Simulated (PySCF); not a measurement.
Field gradients from PBE0/pcSseg-1 densities (PySCF, non-relativistic) at GFN2-xTB geometries, isolated species, one conformer each; χzz is the principal value of largest magnitude, with Q(14N) = 0.02044 b. GFN2-xTB bond lengths can be off by several hundredths of an ångström, more for odd bonds, and the gradients follow them. These gradients aren't converged with respect to the basis.

**Question.** These 14N couplings (χzz in MHz, η) are listed in rising order: (-7.258, 0.42); (-6.889, 0.36); (-5.647, 0.41); (-4.674, 0.04); (-4.204, 0.46); (-3.844, 0.43). Assign them to: the nitrile nitrogen of `CCC(=O)CC#N`; N6 (pyrrole-type nitrogen) in `[CH3:1][S:2][c:3]1[cH:4][n:5][n:6]([CH3:7])[n:8]1`; N4 (hydrazine nitrogen) in `[CH2:1]=[CH:2][CH2:3][N:4]1[CH2:5][CH2:6][CH2:7][N:8]1[SiH3:9]`; N6 (pyridine-type nitrogen) in `[CH3:1][N:2]([CH3:3])[c:4]1[cH:5][n:6][cH:7][cH:8][p:9]1`; N5 (pyrrole-type nitrogen) in `[CH3:1][S:2][c:3]1[n:4][nH:5][n:6][c:7]1[CH3:8]`; N5 (hydrazine nitrogen) in `[CH2:1]=[CH:2][N:3]([SiH3:4])[N:5]([CH3:6])[CH:7]1[CH2:8][CH2:9]1`.

**Answer.** -7.258 MHz, η 0.42: N5 (hydrazine nitrogen) in `[CH2:1]=[CH:2][N:3]([SiH3:4])[N:5]([CH3:6])[CH:7]1[CH2:8][CH2:9]1`; -6.889 MHz, η 0.36: N4 (hydrazine nitrogen) in `[CH2:1]=[CH:2][CH2:3][N:4]1[CH2:5][CH2:6][CH2:7][N:8]1[SiH3:9]`; -5.647 MHz, η 0.41: N6 (pyridine-type nitrogen) in `[CH3:1][N:2]([CH3:3])[c:4]1[cH:5][n:6][cH:7][cH:8][p:9]1`; -4.674 MHz, η 0.04: the nitrile nitrogen of `CCC(=O)CC#N`; -4.204 MHz, η 0.46: N5 (pyrrole-type nitrogen) in `[CH3:1][S:2][c:3]1[n:4][nH:5][n:6][c:7]1[CH3:8]`; -3.844 MHz, η 0.43: N6 (pyrrole-type nitrogen) in `[CH3:1][S:2][c:3]1[cH:4][n:5][n:6]([CH3:7])[n:8]1`.

All sites together:

| nucleus | site | Vzz (au) | η | χzz (MHz) |
| --- | --- | --- | --- | --- |
| 14N | the nitrile nitrogen of CCC(=O)CC#N | -0.973 | 0.04 | -4.674 |
| 14N | N6 (pyrrole-type nitrogen) in [CH3:1][S:2][c:3]1[cH:4][n:5][n:6]([CH3:7])[n:8]1 | -0.800 | 0.43 | -3.844 |
| 14N | N4 (hydrazine nitrogen) in [CH2:1]=[CH:2][CH2:3][N:4]1[CH2:5][CH2:6][CH2:7][N:8]1[SiH3:9] | -1.434 | 0.36 | -6.889 |
| 14N | N6 (pyridine-type nitrogen) in [CH3:1][N:2]([CH3:3])[c:4]1[cH:5][n:6][cH:7][cH:8][p:9]1 | -1.176 | 0.41 | -5.647 |
| 14N | N5 (pyrrole-type nitrogen) in [CH3:1][S:2][c:3]1[n:4][nH:5][n:6][c:7]1[CH3:8] | -0.875 | 0.46 | -4.204 |
| 14N | N5 (hydrazine nitrogen) in [CH2:1]=[CH:2][N:3]([SiH3:4])[N:5]([CH3:6])[CH:7]1[CH2:8][CH2:9]1 | -1.511 | 0.42 | -7.258 |
